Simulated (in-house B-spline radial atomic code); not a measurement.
# RPA and G0W0 on r2SCAN0: Cl⁵⁺

Configuration [Ne] 3s2, mean-field start r2SCAN0. Computed with an all-electron radial atomic-structure program (B-spline basis): all electrons, scalar-relativistic (spin-free one-electron X2C), finite nucleus, each spin shell either full or empty, empty states to l = 9 with an (l + 1/2)⁻⁴ tail; G0W0 by contour deformation at full frequency.

Command:
```bash
python run_gw.py task.json out
```
Settings (radii: box in bohr, nucleus in fm):
```
Z                        17
electrons                12
configuration            [Ne] 3s2
hamiltonian              x2c
method                   r2scan0
lmax                     9
rms_radius               3.3654
spin_polarised           False
box_radius               10.43
intervals                68
ion_configuration        [Ne] 3s1
```

Cost of the run: 1.8 s on 1 thread of Arm Neoverse V2, with other jobs on the host.

Energies (hartree):

```tsv
term	value
mean-field total	-454.28421
Hartree-Fock functional on these orbitals	-453.82205
direct second order	-0.8244
second-order exchange	0.30068
SOSEX correction	0.27207
```

(1) What is the RPA correlation energy, and what remains with SOSEX?

Quasi-particle levels (eV):

```csv
level,occupied,mean field,Σx - vxc,Σc,QP weight,G0W0
3s,yes,-91.27,-3.88,?,?,?
2p,yes,-285.65,-18.06,3.81,0.950,-299.91
3p,no,-72.54,6.22,-1.82,0.956,-68.14
```

G0W0 = mean field + (Σx - vxc) + Σc, with Σc (partial-wave tail included) taken at the quasi-particle energy. Levels of low weight are left out.

(2) Where does G0W0 put 3s?

(3) What does it cost to remove one electron (to [Ne] 3s1) by differences of total energies, each species on its own start (correlation terms add to the Hartree-Fock functional)?

## Answers

(1) RPA gives -0.73569 hartree (-1.67 eV per electron); RPA + SOSEX gives -0.46362, and the second-order doubles -0.52373 hartree (no singles). SOSEX takes back 37 % of the RPA value.

(2) At -97.36 eV, with Σc = -2.21 eV and a quasi-particle weight of 0.964. The tabulated removal energy is 96.94 ± 0.04 eV (NIST, semi-empirical); the calculation leaves out spin-orbit coupling, Breit and QED terms, and what these don't explain is the method's own error.

(3) r2SCAN0 96.00 eV, Hartree-Fock functional 94.96 eV, + RPA 97.23 eV, + RPA + SOSEX 96.62 eV, + second order 97.21 eV. Tabulated: 96.94 ± 0.04 eV (NIST, semi-empirical); the calculation leaves out spin-orbit coupling, Breit and QED terms, and what these don't explain is the method's own error.
